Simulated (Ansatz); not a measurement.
Reaction (atomization): `[SiH3][N]([SiH3])[Zn][N]([SiH3])[SiH3]` → 12 H• + 2 N• + 4 Si• + Zn (atom)

Computed with Ansatz on PBE0-D4/def2-TZVP structures; ΔE is electronic, products minus reactants. CCSD(T)/CBS adds triple-zeta CCSD(T) − MP2 to the extrapolated MP2 energy (def2 sets, frozen cores). This one scheme is used for every species, atoms too. Functionals use def2-TZVPP. B3LYP here is the variant with VWN-RPA as its local correlation; programs differ in this. HSE06 is defined as in plane-wave codes. Open shells (•) are unrestricted, without spin–orbit coupling. Spin–orbit coupling would lower the free atoms: a little for Si. Bonds to Zn are less sure, by a few kJ/mol each and by 10 to 20 or more in all where they break to atoms, as the def2 sets lack core-valence functions. Scalar relativity is left out up to krypton. Each species was taken in one conformer, which may not be the lowest.

```json
{"level": "LDA (SPW92)", "ΔE (kcal/mol)": "1531.3", "difference from CCSD(T)/CBS": "145.6"}
{"level": "PBE-D4", "ΔE (kcal/mol)": "1366.0", "difference from CCSD(T)/CBS": "-19.7"}
{"level": "revPBE-D4", "ΔE (kcal/mol)": "1343.7", "difference from CCSD(T)/CBS": "-42.0"}
{"level": "r2SCAN-D4", "ΔE (kcal/mol)": "1377.2", "difference from CCSD(T)/CBS": "-8.5"}
{"level": "B97M-V", "ΔE (kcal/mol)": "1381.0", "difference from CCSD(T)/CBS": "-4.7"}
{"level": "PBE0-D4", "ΔE (kcal/mol)": "1360.3", "difference from CCSD(T)/CBS": "-25.4"}
{"level": "B3LYP-D4", "ΔE (kcal/mol)": "1379.0", "difference from CCSD(T)/CBS": "-6.7"}
{"level": "r2SCANh-D4", "ΔE (kcal/mol)": "1372.0", "difference from CCSD(T)/CBS": "-13.7"}
{"level": "r2SCAN0-D4", "ΔE (kcal/mol)": "1364.8", "difference from CCSD(T)/CBS": "-20.9"}
{"level": "HSE06-D4", "ΔE (kcal/mol)": "1360.9", "difference from CCSD(T)/CBS": "-24.8"}
{"level": "BHLYP-D4", "ΔE (kcal/mol)": "1362.9", "difference from CCSD(T)/CBS": "-22.8"}
{"level": "CAM-B3LYP-D4", "ΔE (kcal/mol)": "1389.5", "difference from CCSD(T)/CBS": "3.8"}
{"level": "ωB97X-V", "ΔE (kcal/mol)": "1397.7", "difference from CCSD(T)/CBS": "12.0"}
{"level": "ωB97M-V", "ΔE (kcal/mol)": "1384.7", "difference from CCSD(T)/CBS": "-1.0"}
{"level": "B2PLYP", "ΔE (kcal/mol)": "1360.7", "difference from CCSD(T)/CBS": "-25.0"}
{"level": "PBE-QIDH", "ΔE (kcal/mol)": "1362.7", "difference from CCSD(T)/CBS": "-23.0"}
{"level": "PBE", "ΔE (kcal/mol)": "1352.5", "difference from CCSD(T)/CBS": "-33.2"}
{"level": "revPBE", "ΔE (kcal/mol)": "1308.2", "difference from CCSD(T)/CBS": "-77.5"}
{"level": "BLYP", "ΔE (kcal/mol)": "1335.9", "difference from CCSD(T)/CBS": "-49.8"}
{"level": "r2SCAN", "ΔE (kcal/mol)": "1373.6", "difference from CCSD(T)/CBS": "-12.1"}
{"level": "PBE0", "ΔE (kcal/mol)": "1348.6", "difference from CCSD(T)/CBS": "-37.1"}
{"level": "B3LYP", "ΔE (kcal/mol)": "1357.3", "difference from CCSD(T)/CBS": "-28.4"}
{"level": "r2SCANh", "ΔE (kcal/mol)": "1368.1", "difference from CCSD(T)/CBS": "-17.6"}
{"level": "r2SCAN0", "ΔE (kcal/mol)": "1360.5", "difference from CCSD(T)/CBS": "-25.2"}
{"level": "HSE06", "ΔE (kcal/mol)": "1349.8", "difference from CCSD(T)/CBS": "-35.9"}
{"level": "BHLYP", "ΔE (kcal/mol)": "1344.6", "difference from CCSD(T)/CBS": "-41.1"}
{"level": "CAM-B3LYP", "ΔE (kcal/mol)": "1377.3", "difference from CCSD(T)/CBS": "-8.4"}
{"level": "LC-ωPBE", "ΔE (kcal/mol)": "1368.6", "difference from CCSD(T)/CBS": "-17.1"}
{"level": "HF/def2-SVP", "ΔE (kcal/mol)": "1000.8", "difference from CCSD(T)/CBS": "-384.9"}
{"level": "MP2/def2-SVP", "ΔE (kcal/mol)": "1280.3", "difference from CCSD(T)/CBS": "-105.4"}
{"level": "CCSD(T)/def2-SVP", "ΔE (kcal/mol)": "1278.6", "difference from CCSD(T)/CBS": "-107.1"}
{"level": "HF/def2-TZVPP", "ΔE (kcal/mol)": "1013.2", "difference from CCSD(T)/CBS": "-372.5"}
{"level": "MP2/def2-TZVPP", "ΔE (kcal/mol)": "1348.8", "difference from CCSD(T)/CBS": "-36.9"}
{"level": "SCS-MP2/def2-TZVPP", "ΔE (kcal/mol)": "1363.7", "difference from CCSD(T)/CBS": "-22.0"}
{"level": "CCSD/def2-TZVPP", "ΔE (kcal/mol)": "1329.0", "difference from CCSD(T)/CBS": "-56.7"}
{"level": "CCSD(T)/def2-TZVPP", "ΔE (kcal/mol)": "1345.0", "difference from CCSD(T)/CBS": "-40.7"}
{"level": "HF/def2-QZVPP", "ΔE (kcal/mol)": "1018.6", "difference from CCSD(T)/CBS": "-367.1"}
{"level": "MP2/def2-QZVPP", "ΔE (kcal/mol)": "1374.1", "difference from CCSD(T)/CBS": "-11.6"}
{"level": "MP2/CBS(def2)", "ΔE (kcal/mol)": "1389.6", "difference from CCSD(T)/CBS": "3.9"}
{"level": "CCSD/CBS(def2)", "ΔE (kcal/mol)": "1369.8", "difference from CCSD(T)/CBS": "-15.9"}
{"level": "CCSD(T)/CBS", "ΔE (kcal/mol)": "1385.7", "difference from CCSD(T)/CBS": "0"}
```

Largest T1 diagnostic among the species: 0.017.

From BLYP to BHLYP (50 % exact exchange), in def2-TZVPP and without D4, ΔE moves by +8.7 kcal/mol. The D4 term adds +21.7 kcal/mol with B3LYP and +11.7 kcal/mol with PBE0; it sums over pairs of atoms, weighted by their polarisabilities, and B3LYP, whose exchange is more repulsive, gets the larger term.

For atomizations the MP2-based limit and the directly extrapolated one differ by several kJ/mol either way, and by 10 to 25 for some Ge, Se and Sn compounds, so smaller differences from it don't rank the levels.
